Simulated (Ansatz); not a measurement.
Abridged output of a molecular run in Ansatz:

```
Functional definition: HF
1224 factors; integrals over basis functions are off by at most 9.5e-4 eV
mean field evaluation 1: about -4306.4663 eV, gradient 3.5e1 eV
mean field evaluation 2: about -4306.4698 eV, gradient 3.5e1 eV
mean field evaluation 4: about -4309.7704 eV, gradient 4.4e0 eV
mean field evaluation 8: about -4309.8431 eV, gradient 3.7e-1 eV
mean field evaluation 16: about -4309.7678 eV, gradient 4.4e0 eV
mean field -4309.84435831 eV, -158.3838588506 hartree, gradient 4.3e-6 eV, S^2 0.000000; 0 other end points of the search recorded, 0 dependent functions left out
4 core orbitals not correlated: weight in the atoms' cores, before any rotation towards them, 1.000 or more for the frozen orbitals, at most 0.000 for the correlated occupied ones
reference -4309.84435831 eV, -158.3838588506 hartree; 11, 11 occupied and 193, 193 virtual orbitals, 1224 factors
second order -17.27292685 eV of doubles, -0.00000000 eV of singles
cycle   1  -17.74829276 eV  change   -4.8e-1 eV  update   9.1e-2
cycle   2  -18.21814970 eV  change   -4.7e-1 eV  update   2.8e-2
cycle   3  -18.31504019 eV  change   -9.7e-2 eV  update   1.4e-2
cycle   4  -18.30877526 eV  change    6.3e-3 eV  update   3.7e-3
cycle   5  -18.30851460 eV  change    2.6e-4 eV  update   2.0e-3
cycle   6  -18.30904466 eV  change   -5.3e-4 eV  update   6.4e-4
cycle   7  -18.30886811 eV  change    1.8e-4 eV  update   3.3e-4
cycle   8  -18.30881684 eV  change    5.1e-5 eV  update   1.3e-4
cycle   9  -18.30884211 eV  change   -2.5e-5 eV  update   5.4e-5
cycle  10  -18.30883355 eV  change    8.6e-6 eV  update   2.4e-5
perturbative correction -0.76739455 eV, -0.0282012296 hartree
Total energy: -4328.92058642 eV, -159.0848973030 hartree
```

Its atoms:

```xyz
10

B    -0.291   -1.030    1.110
C    -0.523   -0.053   -0.077
C     0.705    0.418   -0.784
N     1.072    1.610   -0.984
H    -1.117   -1.146    1.966
H     0.683   -1.724    1.137
H    -1.212    0.768    0.142
H    -1.072   -0.735   -0.759
H     1.371   -0.375   -1.142
H     0.385    2.268   -0.609
```

(1) Which basis set was used?
A. def2-TZVPP
B. cc-pV(Q+d)Z
C. def2-SVPD
D. def2-QZVPP

(2) Write the keys of the input that set method, charge and spin (a neutral closed shell needs none for the last two).

Answers

(1) A. It gives 208 functions.

(2) 
```yaml
correlation: {method: ccsd_t}
```
